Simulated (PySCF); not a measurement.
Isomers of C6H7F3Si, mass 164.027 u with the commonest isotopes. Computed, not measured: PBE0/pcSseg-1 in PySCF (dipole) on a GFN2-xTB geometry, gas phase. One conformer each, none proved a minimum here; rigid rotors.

Task: Order these by radius of gyration √(Σ m r²/M), smallest first.
A. `[F:1][C:2]([F:3])=[C:4]([F:5])/[CH:6]=[CH:7]\[C@@H:8]1[CH2:9][SiH2:10]1` with C2–C4–C6–C7 176°, C6–C7–C8–C9 -169°
B. `[CH:1]#[C:2][Si@@H:3]1[CH2:4][CH2:5][C@@H:6]1[C:7]([F:8])([F:9])[F:10]` with C2–Si3–C4–C5 -118°, Si3–C4–C5–C6 10°, C4–C5–C6–C7 107°, C2–Si3–C6–C5 122°
C. `[F:1][C:2]([F:3])([F:4])[CH2:5][C:6]1=[CH:7][SiH2:8][CH:9]=[CH:10]1` with C2–C5–C6–C7 -98°
D. `[F:1][C:2]([F:3])([F:4])[C:5]#[C:6][CH:7]1[CH2:8][SiH2:9][CH2:10]1` with C6–C7–C8–Si9 -132°, C7–C8–Si9–C10 9°, C8–Si9–C10–C7 -9°, C6–C7–C10–Si9 132°
E. `[F:1][C:2]([F:3])([F:4])[CH2:5][C:6]1=[CH:7][CH:8]=[CH:9][SiH2:10]1` with C2–C5–C6–C7 -120°
F. `[F:1][C:2]([F:3])=[C:4]([F:5])/[CH:6]=[CH:7]/[C@@H:8]1[CH2:9][SiH2:10]1` with C2–C4–C6–C7 -179°, C6–C7–C8–C9 -160°

Result: B (2.105 Å), E (2.293 Å), C (2.383 Å), A (2.733 Å), D (2.842 Å), F (2.917 Å).

Task: Order these by rotational constant C, largest first.
A. `[CH:1]#[C:2][Si@@H:3]1[CH2:4][CH2:5][C@@H:6]1[C:7]([F:8])([F:9])[F:10]` with C2–Si3–C4–C5 -118°, Si3–C4–C5–C6 10°, C4–C5–C6–C7 107°, C2–Si3–C6–C5 122°
B. `[F:1][C:2]([F:3])([F:4])[CH2:5][C:6]1=[CH:7][SiH2:8][CH:9]=[CH:10]1` with C2–C5–C6–C7 -98°
C. `[CH:1]#[C:2][Si@@H:3]1[CH2:4][CH2:5][C@H:6]1[C:7]([F:8])([F:9])[F:10]` with C2–Si3–C4–C5 -100°, Si3–C4–C5–C6 -8°, C4–C5–C6–C7 -106°, C2–Si3–C6–C5 106°
D. `[F:1][C:2]([F:3])=[C:4]([F:5])/[CH:6]=[CH:7]/[C@@H:8]1[CH2:9][SiH2:10]1` with C2–C4–C6–C7 -179°, C6–C7–C8–C9 -160°
E. `[F:1][C:2]([F:3])([F:4])[C:5]#[C:6][CH:7]1[CH2:8][SiH2:9][CH2:10]1` with C6–C7–C8–Si9 -132°, C7–C8–Si9–C10 9°, C8–Si9–C10–C7 -9°, C6–C7–C10–Si9 132°
F. `[F:1][C:2]([F:3])([F:4])[CH2:5][C:6]1=[CH:7][CH:8]=[CH:9][SiH2:10]1` with C2–C5–C6–C7 -120°
G. `[F:1][C:2]([F:3])=[C:4]([F:5])/[CH:6]=[CH:7]\[C@@H:8]1[CH2:9][SiH2:10]1` with C2–C4–C6–C7 176°, C6–C7–C8–C9 -169°

Result: A (773.9 MHz), C (653.8 MHz), F (628.4 MHz), B (582.3 MHz), G (427.5 MHz), E (404.5 MHz), D (374.5 MHz).

Task: Order these by out-of-plane moment Σ m c² = (Ia + Ib − Ic)/2, smallest first.
A. `[CH:1]#[C:2][Si@@H:3]1[CH2:4][CH2:5][C@H:6]1[C:7]([F:8])([F:9])[F:10]` with C2–Si3–C4–C5 -100°, Si3–C4–C5–C6 -8°, C4–C5–C6–C7 -106°, C2–Si3–C6–C5 106°
B. `[F:1][C:2]([F:3])=[C:4]([F:5])/[CH:6]=[CH:7]\[C@@H:8]1[CH2:9][SiH2:10]1` with C2–C4–C6–C7 176°, C6–C7–C8–C9 -169°
C. `[F:1][C:2]([F:3])([F:4])[CH2:5][C:6]1=[CH:7][CH:8]=[CH:9][SiH2:10]1` with C2–C5–C6–C7 -120°
D. `[F:1][C:2]([F:3])=[C:4]([F:5])/[CH:6]=[CH:7]/[C@@H:8]1[CH2:9][SiH2:10]1` with C2–C4–C6–C7 -179°, C6–C7–C8–C9 -160°
E. `C[Si@H]1C=CC(C(F)(F)F)=C1`
F. `[CH:1]#[C:2][Si@@H:3]1[CH2:4][CH2:5][C@@H:6]1[C:7]([F:8])([F:9])[F:10]` with C2–Si3–C4–C5 -118°, Si3–C4–C5–C6 10°, C4–C5–C6–C7 107°, C2–Si3–C6–C5 122°
G. `[F:1][C:2]([F:3])([F:4])[C:5]#[C:6][CH:7]1[CH2:8][SiH2:9][CH2:10]1` with C6–C7–C8–Si9 -132°, C7–C8–Si9–C10 9°, C8–Si9–C10–C7 -9°, C6–C7–C10–Si9 132°
H. `[F:1][C:2]([F:3])([F:4])[CH2:5][C:6]1=[CH:7][SiH2:8][CH:9]=[CH:10]1` with C2–C5–C6–C7 -98°

Result: B (42.86 u·Å²), D (46.38 u·Å²), C (57.88 u·Å²), H (63.76 u·Å²), E (69.24 u·Å²), F (73.69 u·Å²), G (75.19 u·Å²), A (80.54 u·Å²).

```tsv
SMILES	point group	Ia (u·Å²)	Ib (u·Å²)	Ic (u·Å²)	κ	μa (D)	μb (D)	μc (D)
FC(F)(F)CC1=CC=C[SiH2]1	C1	205.31	714.67	804.23	-0.91	1.72	0.84	1.20
FC(F)(F)C#CC1C[SiH2]C1	near Cs	166.32	1233.33	1249.28	-1.00	4.02	0.00	0.48
FC(F)=C(F)/C=C\[C@@H]1C[SiH2]1	C1	170.22	1097.68	1182.18	-0.97	2.48	0.79	0.31
FC(F)(F)CC1=C[SiH2]C=C1	C1	185.07	810.41	867.95	-0.96	1.60	0.06	1.48
C#C[Si@@H]1CC[C@H]1C(F)(F)F	C1	251.50	682.57	772.99	-0.87	2.77	0.99	0.76
C[Si@H]1C=CC(C(F)(F)F)=C1	C1	204.94	792.64	859.09	-0.95	3.36	0.01	0.19
C#C[Si@@H]1CC[C@@H]1C(F)(F)F	C1	339.33	461.06	653.00	-0.10	1.76	1.61	0.39
FC(F)=C(F)/C=C/[C@@H]1C[SiH2]1	C1	166.68	1275.40	1349.32	-0.98	3.18	0.79	0.05
```
